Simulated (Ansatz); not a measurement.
BCOF₃ (relaxed from a model of B(CO)F3, whose bonding it doesn't keep). The state is a triplet with charge 0. Geometry r2SCAN-D4/def2-SVP, that of the neutral singlet; atoms count from 1.

```xyz
6

B     0.385   -0.030   -0.979
C    -0.588    0.046    1.495
O    -1.001    0.078    2.546
F    -0.475   -0.962   -1.336
F     1.582   -0.372   -0.548
F     0.097    1.240   -1.179
```

In the triplet geometry the species has come apart into loosely held pieces. At PBE0-D4/def2-TZVP a singlet of charge 0 lies 6.17 eV below the triplet at the same geometry.

Estimate the Mulliken populations from the PBE0/def2-TZVP orbitals of Ansatz.


| atom | charge (e) | spin (α − β) |
| --- | --- | --- |
| B1 | 0.56 | 0.01 |
| C2 | 0.08 | 1.74 |
| O3 | -0.07 | 0.21 |
| F4 | -0.19 | 0.01 |
| F5 | -0.19 | 0.01 |
| F6 | -0.19 | 0.01 |
Mulliken values depend strongly on the basis.

Where does the spin sit?

Summed by element: B 0.01, C 1.74, O 0.21, F 0.04, of 2 unpaired in all. Largest on single atoms: C2 1.74, O3 0.21, F6 0.01.

And the Mayer bond orders between heavy atoms (over 0.3)?

B1–F4 1.25 (1.32 Å); B1–F5 1.25 (1.32 Å); B1–F6 1.25 (1.32 Å); C2–O3 2.26 (1.13 Å).
